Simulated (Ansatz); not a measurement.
GeH2MeCl (CH₅ClGe), 8 atoms. Hardware: 4 threads of Intel Xeon on a shared host.

The 6-31G sets use Cartesian d functions. Correlated methods freeze 15 core orbitals; core or outer-core shells of Ge are correlated, in sets that lack core-valence functions.

Task: How many basis functions does each of these Ansatz runs have, and roughly what does it cost? PBE0-D4/def2-SVP, charge 0 singlet, energy with a search over starts; HF/STO-3G, charge 0 singlet, energy; B3LYP-D4/def2-TZVP, charge 0 singlet, energy, from earlier orbitals; PBE0-D4/def2-SVP, charge 0 singlet, energy, from earlier orbitals; B3LYP-D4/6-31G, charge 0 singlet, energy; r2SCAN-D4/def2-TZVP, charge 0 triplet at the geometry of the charge 0 singlet, energy, from earlier orbitals; PBE0-D4/def2-TZVPD, charge 0 singlet, energy, from earlier orbitals; MP2/def2-TZVP, charge 0 singlet, energy, from earlier orbitals; PBE0-D4/def2-SVP, charge 1 doublet at the geometry of the charge 0 singlet, energy with a search over starts; r2SCANh-D4/def2-TZVP, charge 0 singlet, energy and forces, from earlier orbitals; PBE-D4/def2-TZVP, charge 0 triplet at the geometry of the charge 0 singlet, energy, from earlier orbitals; HF/def2-TZVP, charge 0 singlet, energy, from earlier orbitals.

Result: Other jobs shared the machine, so times can vary by a factor of up to 3. A dash marks memory too small to be measured apart from the calling script's.

```csv
run,functions,fitting or Cholesky vectors,wall time,peak host memory (GiB)
"HF/STO-3G, charge 0 singlet, energy",37,413,1 s,–
"B3LYP-D4/6-31G, charge 0 singlet, energy",61,678,3 s,–
"HF/def2-TZVP, charge 0 singlet, energy, from earlier orbitals",146,1240,3.3 s,–
"B3LYP-D4/def2-TZVP, charge 0 singlet, energy, from earlier orbitals",146,1052,3.8 s,–
"PBE0-D4/def2-SVP, charge 0 singlet, energy, from earlier orbitals",89,877,3.9 s,–
"PBE0-D4/def2-SVP, charge 0 singlet, energy with a search over starts",89,877,4.3 s,–
"PBE0-D4/def2-TZVPD, charge 0 singlet, energy, from earlier orbitals",182,1163,6.5 s,–
"MP2/def2-TZVP, charge 0 singlet, energy, from earlier orbitals",146,982,6.5 s,–
"r2SCANh-D4/def2-TZVP, charge 0 singlet, energy and forces, from earlier orbitals",146,1033,8 s,–
"PBE-D4/def2-TZVP, charge 0 triplet at the geometry of the charge 0 singlet, energy, from earlier orbitals",146,1014,16 s,–
"PBE0-D4/def2-SVP, charge 1 doublet at the geometry of the charge 0 singlet, energy with a search over starts",89,877,18 s,–
"r2SCAN-D4/def2-TZVP, charge 0 triplet at the geometry of the charge 0 singlet, energy, from earlier orbitals",146,1014,32 s,–
```
